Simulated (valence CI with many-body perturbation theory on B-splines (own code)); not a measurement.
A CI+MBPT run for Se11+

Computed by relativistic CI+MBPT: five valence electrons over a frozen Dirac-Fock core [Ar], radial functions for each j: 6 s, 6 p, 5 d, 5 f, 1 g, with the two-electron term Σ2, the three-electron term Σ3, Breit, model QED; selected single and double excitations, second order for the rest, scaled by the run's own slope (own B-spline code, finite nucleus).

Command, and the settings that its task file holds:

```sh
python run_cv.py task.json out
```

```
atom Se  Z=34  mass_number=80  rms_radius_fm=4.1400
core [Ar]
valence 3d5
avg = 1
basis = S
breit = 1
cap = 10000
capref = 1200
cscale = 1
de = 0.0
dress = 0
eps = 2e-08
extrap = 1
h = 0.27
hh = 1
l2 = 3
lcore = 6
maxit = 60
n2 = 5
natural = 1
nlev = 21
nno = [3, 3, 3, 3, 1]
nroot = 26
nsp = [3, 3, 2, 2, 0]
pt2 = 1
qed = 1
rpa = 1
s1 = 0
s2 = 1
s3 = 1
screen = 1
tol = 2e-05
whole = 1
```

It took 49 s on 1 thread of Arm Neoverse V1 (shared host).

Log. The first blocks belong to the next ion, which gives the ionisation energy. Fields: 2J, parity (1 odd), roots, reference size, generating configurations, candidates as configurations/state functions, variational space P, stored matrix elements, Davidson steps; e2 is the range of second-order energies in hartree. The first line gives the box (bohr), its intervals, the orbitals and the steps of their self-consistent field. Window is the range of levels sought, series limit the energy at which the first omitted orbital would enter, core excitation an estimate of the first excitation out of the core, left out the lowest levels not solved, and shifts from estimates the range by which levels moved from their first estimate, all in cm⁻¹.

```
rmax 9.6 intervals 62 orbitals 40 references ['3d5', '3d4 4s', '3d4 4p'] scf 6 t 1.2
2J=0 par=0 roots 2 ref 17 generators 5 cand 475/965 P 488/982 nnz 0 it 0
2J=0 par=0 roots 2 ref 17 generators 12 cand 1194/2919 P 1682/3901 nnz 1.7e+06 it 6
   second order: generators 23 cand 6229/14537 e2 -0.00004 -0.00002
2J=2 par=0 roots 2 ref 36 generators 4 cand 175/907 P 190/943 nnz 0 it 0
2J=2 par=0 roots 2 ref 36 generators 12 cand 845/4043 P 1035/4986 nnz 4.5e+06 it 6
   second order: generators 22 cand 4985/31764 e2 -0.00013 -0.00008
2J=4 par=0 roots 2 ref 51 generators 6 cand 130/935 P 146/986 nnz 0 it 0
2J=4 par=0 roots 2 ref 51 generators 10 cand 600/3972 P 746/4958 nnz 5.6e+06 it 9
   second order: generators 20 cand 5329/47146 e2 -0.00037 -0.00019
reference levels 556, estimated 31, window 115968 1/cm; series limit 1986314, core excitation 730214
2J=5 par=0 roots 8 ref 81 generators 5 cand 53/889 P 227/3289 nnz 2.6e+06 it 5
2J=5 par=0 roots 8 ref 81 generators 5 cand 542/6476 P 769/9765 nnz 2e+07 it 8
   second order: generators 28 cand 14946/494700 e2 -0.00160 -0.00050
2J=11 par=0 roots 3 ref 35 generators 3 cand 65/765 P 295/3152 nnz 2.4e+06 it 5
2J=11 par=0 roots 3 ref 35 generators 3 cand 745/6835 P 1040/9987 nnz 2.2e+07 it 7
   second order: generators 19 cand 13883/464786 e2 -0.00021 -0.00015
2J=7 par=0 roots 6 ref 72 generators 3 cand 54/942 P 234/3456 nnz 2.9e+06 it 7
2J=7 par=0 roots 6 ref 72 generators 3 cand 524/6528 P 758/9984 nnz 2.2e+07 it 9
   second order: generators 22 cand 13749/506219 e2 -0.00135 -0.00093
2J=9 par=0 roots 4 ref 56 generators 3 cand 51/959 P 250/3371 nnz 2.8e+06 it 5
2J=9 par=0 roots 4 ref 56 generators 3 cand 589/6362 P 839/9733 nnz 2.1e+07 it 7
   second order: generators 22 cand 13126/482182 e2 -0.00082 -0.00062
2J=3 par=0 roots 5 ref 67 generators 3 cand 65/785 P 282/3295 nnz 2.5e+06 it 6
2J=3 par=0 roots 5 ref 67 generators 3 cand 721/6638 P 1003/9933 nnz 2e+07 it 10
   second order: generators 20 cand 13559/356295 e2 -0.00049 -0.00033
2J=1 par=0 roots 3 ref 39 generators 3 cand 163/983 P 556/3514 nnz 2.7e+06 it 5
2J=1 par=0 roots 3 ref 39 generators 3 cand 880/4489 P 1436/8003 nnz 1.2e+07 it 8
   second order: generators 13 cand 6975/80269 e2 -0.00014 -0.00008
2J=13 par=0 roots 1 ref 18 generators 1 cand 97/964 P 385/3521 nnz 3e+06 it 4
2J=13 par=0 roots 1 ref 18 generators 1 cand 680/4386 P 1065/7907 nnz 1.4e+07 it 5
   second order: generators 11 cand 12254/266461 e2 -0.00013 -0.00013
left out: unestimated 173818, estimated 157365, shifts from estimates -53 to 65
operators 1.5
```

The Davidson iterations converged. The settings are bad on purpose, so the numbers may not be properties of the ion.

No measured levels were compared; by estimate terms of the open shell hold to 2 to 4 % of their energy, and close levels can change places. Among the levels kept, up to 370 cm⁻¹ of a level comes from second order outside the variational space, and about a tenth of that is noise between levels of different J, which matters for small intervals. Only levels of the ground parity were solved; by the run's estimate the other parity begins above the list, which can be wrong where configurations are misplaced.

* Valence energy: -78.32379 hartree
* Ionisation energy: 339.85 eV (NIST: 342.9 ± 2.5 eV (theoretical))
* Reference configurations for the orbitals: 3d5, 3d4 4s, 3d4 4p
* Radial orbitals: 40
* Box radius: 9.551 bohr
* Largest variational space: 9987
* Lowest levels: 3d5 6S_5/2 0.000, 3d5 4G_5/2 8.183, 3d5 4G_11/2 8.235, 3d5 4G_7/2 8.262, 3d5 4G_9/2 8.295, 3d5 4P_5/2 8.904, 3d5 4P_3/2 9.089, 3d5 4P_1/2 9.294, 3d5 4D_7/2 9.984, 3d5 4D_1/2 10.260, 3d5 4D_5/2 10.378, 3d5 4D_3/2 10.407, 3d5 2I_11/2 11.878, 3d5 2I_13/2 12.011 eV

Names give the largest LS component (configuration and term), which can be under half, so a name can repeat, a term be missing and a line seem to break the LS rules; names also repeat where a configuration has a term twice.
